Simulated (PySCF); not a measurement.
CHO₂ (SMILES O=C=[OH+]), charge +1, singlet, at a GFN2-xTB geometry. Base run: CCSD(T)/6-31G* (PySCF).

The PySCF input:
```python
from pyscf import gto, scf, cc

mol = gto.M(
    atom='''
O     1.21306943   -0.14410509   -0.06170642
C     0.10887143   -0.00061822   -0.02177577
O    -1.06740096    0.07785148    0.11883730
H    -1.81857638    0.53373819   -0.32639241
''',
    basis='6-31g*',
    charge=1,
    verbose=4,
)

mf = scf.RHF(mol)
mf.kernel()

mycc = cc.CCSD(mf)
mycc.kernel()
et = mycc.ccsd_t()
print('E(CCSD(T)) = %.10f' % (mycc.e_tot + et))
```

The base run was repeated with changes; each row names its change, and settings that it needs were set with it.

```
change                      ΔE vs base (kcal/mol)  MP2 correlation (Eh)  CC correlation without the perturbative part (Eh)  basis functions
--------------------------  ---------------------  --------------------  -------------------------------------------------  ---------------
base                                        0.000              -0.46488                                           -0.46645               44
cc.iterative_damping = 0.8                  0.000              -0.46488                                           -0.46645               44
cc.conv_tol = 1e-5                          0.000              -0.46488                                           -0.46645               44
cart = on                                   -7.58              -0.47584                                           -0.47664               47
frozen = 4                                  42.10              -0.40192                                           -0.40113               44
cc.conv_tol = 1e-9                          0.000              -0.46488                                           -0.46645               44
method = cisd                               37.25                     -                                                  -               44
frozen = 3                                   3.78              -0.45841                                           -0.46054               44
cc.diis_space = 10                          0.000              -0.46488                                           -0.46645               44
cc.diis_space = 3                           0.000              -0.46488                                           -0.46645               44
```
